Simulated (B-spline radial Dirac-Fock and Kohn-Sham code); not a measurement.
**What relativity does to the binding energies of In**

System: the In atom, configuration [Kr] 4d10 5s2 5p1.

Both columns are ΔSCF binding energies of the configuration average from a B-spline atomic structure program: non-relativistic Hartree-Fock with a point nucleus, and Dirac-Fock with a finite nucleus and the Coulomb interaction alone, averaged over the two j levels with weights 2j+1.

```
shell  Hartree-Fock (eV)  Dirac-Fock (eV)  shift (eV)  shift (%)
   1s            27088.7          28037.0     +948.33      +3.50
   2s             4030.8           4261.7     +230.89      +5.73
   2p             3749.6           3815.7      +66.10      +1.76
   3s              790.9            838.7      +47.86      +6.05
   3p              674.8            689.1      +14.29      +2.12
   3d              461.6            454.7       -6.95      -1.51
   4s              130.3            139.0       +8.76      +6.73
   4p              90.64            92.55       +1.91      +2.11
   4d              25.17            23.79       -1.38      -5.47
   5s               9.64            10.24       +0.60      +6.24
   5p               5.19             5.13       -0.06      -1.14
```

Relativity binds 1s, 2s, 2p, 3s, 3p, 4s, 4p, 5s more strongly, among those listed most of all 4s in relative terms, and 3d, 4d, 5p more weakly.

Values without a named source are computed, but for edge energies of neutral atoms, which are taken from tables.
